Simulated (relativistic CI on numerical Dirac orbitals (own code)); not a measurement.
Radial parameters of Ce49+

These numbers are calculated, not measured: Dirac-Coulomb-Breit CI, orbitals from a KLI potential per configuration, a model potential for QED, unscaled Slater integrals (own radial code, finite nucleus).

Slater integrals F^k, G^k are unscaled and averaged over j, outside the closed core 1s2; ζ comes from projecting the Hamiltonian with its Breit term on Σ l·s of the shell.

- 2s2.2p5: ζ(2p) = 2.4748e+06 cm⁻¹; <r>(2p) = 0.08928, <r^2>(2p) = 0.00969 (bohr units).
- 2p6.3p: ζ(3p) = 683330 cm⁻¹; <r>(3p) = 0.2328, <r^2>(3p) = 0.06263 (bohr units).
- 2p6.3d: ζ(3d) = 98668 cm⁻¹; <r>(3d) = 0.2029, <r^2>(3d) = 0.04728 (bohr units).

Averages of the first 10 configurations, taken without configuration mixing, which lowers the lowest level and can move excited configurations by several eV; other configurations of the list can lie among them:

```tsv
Configuration	Parity	States	Average energy above the lowest level (eV)
2s2.2p5	odd	6	154.2
2s.2p6	even	2	799.2
2p6.3s	even	2	6648.6
2p6.3p	odd	6	6822.3
2p6.3d	even	10	6992.9
2s2.2p4.3s	even	30	5369.8
2s2.2p4.3p	odd	90	5551.3
2s2.2p4.3d	even	150	5722.4
2s.2p5.3s	odd	24	5986.1
2s.2p5.3p	even	72	6163.7
```
